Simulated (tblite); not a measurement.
Compound: C5H10SSi.
Geometry (GFN2-xTB, Å), atoms numbered from 1 in this order:
```xyz
17
C5H10SSi angstrom
C      2.7271   -0.4353    0.7221
S      2.3158   -1.3164   -0.8177
Si     0.7834   -0.0200   -1.5907
C     -0.6485    0.0277   -0.3920
C     -1.0453   -0.7086    0.6564
C     -2.2801    0.0972    0.9204
C     -1.8394    0.9593   -0.2872
H      3.4815   -1.0258    1.2312
H      1.8402   -0.3464    1.3414
H      3.1244    0.5468    0.4837
H      1.3650    1.3175   -1.7232
H      0.4457   -0.6169   -2.8738
H     -0.6451   -1.5778    1.1485
H     -3.2201   -0.4366    0.7860
H     -2.3024    0.6189    1.8768
H     -2.5128    0.9346   -1.1417
H     -1.5964    1.9938   -0.0513
```

Level: GFN2-xTB in tblite, geometry and Hessian alike; calculated harmonic values, unscaled, isolated species. Against measured fundamentals such values can be off by several per cent, at times by over 20. Modes of hydrogen on silicon can be 10 to 20 % off. One conformer, not necessarily the lowest.

Harmonic wavenumbers (cm⁻¹): 35.0, 65.6, 78.9, 123.8, 163.7, 184.3, 257.2, 336.5, 464.6, 489.1, 531.0, 585.0, 697.4, 726.5, 728.4, 753.6, 847.5, 909.9, 946.9, 959.2, 992.7, 994.4, 1006.4, 1041.0, 1125.9, 1144.9, 1202.4, 1207.6, 1248.2, 1320.4, 1447.0, 1456.7, 1460.7, 1462.9, 1634.8, 2242.2, 2331.2, 2976.6, 2996.5, 3000.4, 3008.4, 3025.8, 3033.9, 3057.7, 3107.7.

A = 3509, B = 994.9, C = 868.5 MHz; mass 130.027 u (most abundant isotopes); point group C1, symmetry number 1.

Problem. What is the zero-point energy?

Solution. ½Σν̃ = 28705 cm⁻¹ = 82.07 kcal/mol.

Problem. Entropy at 273.15 K, 1 bar (ideal gas, RRHO, classical rotation)?

Solution. Translation 40.09, rotation 28.79, vibration 26.93: S = 95.8 cal/(mol K).

Problem. And Cp and H(273.15 K) − H(0)?

Solution. Cp = 33.56 cal/(mol K), of which vibrations give 25.61 (their classical limit is 45 R = 89.4); H(273.15 K) − H(0) = 5.85 kcal/mol without the zero-point energy, 3.68 from vibrations.

Problem. What must be added to the electronic energy to get the Gibbs energy at 273.15 K and 1 bar?

Solution. ZPE + [H(273.15 K) − H(0)] − T·S = 82.07 + 5.85 − 26.17 = 61.75 kcal/mol.

Problem. Which modes carry the vibrational entropy at 273.15 K?

Solution. 35.0 cm⁻¹: 5.35; 65.6 cm⁻¹: 4.11; 78.9 cm⁻¹: 3.75; 123.8 cm⁻¹: 2.87; 163.7 cm⁻¹: 2.34; 184.3 cm⁻¹: 2.12 cal/(mol K); the other 39 give 6.39 together.

Problem. How do the functions run with temperature in this model?

Solution. 
```
 T (K)  S (cal/(mol K))  Cp (cal/(mol K))  H − H(0) (kcal/mol)  G − H(0) (kcal/mol)  ln q(vib)
   150             79.4              22.7                 2.41                -9.50       3.60
   250             92.9              31.4                 5.10               -18.13       6.19
298.15             98.9              35.9                 6.72               -22.75       7.39
   400            110.7              44.8                10.84               -33.43       9.87
   600            131.6              58.2                21.24               -57.70      14.59
   900            157.8              71.0                40.79              -101.25      21.18
```

q(vib) and H(0) count from the zero-point level.

Problem. Blend soft modes into free rotors: weight 1/[1 + (100 cm⁻¹/ν̃)⁴] for the oscillator and the rest for a rotor with moment μB/(μ + B), μ = h/(8π²ν), B = 10⁻⁴⁴ kg m². What vibrational entropy results?

Solution. 24.02 cal/(mol K) in place of 26.93, which changes −T·S at 273.15 K by +0.80 kcal/mol.

Hindered rotation and anharmonicity are outside this model. Other conformers, if any are populated, would add a mixing term that is left out. The structure is chiral; the term R ln 2 for an equal mix with its mirror image is left out.

The run took 1.1 s of wall time on one thread, Arm Neoverse N1 (aarch64), shared host. The figure is for the frequency step alone.
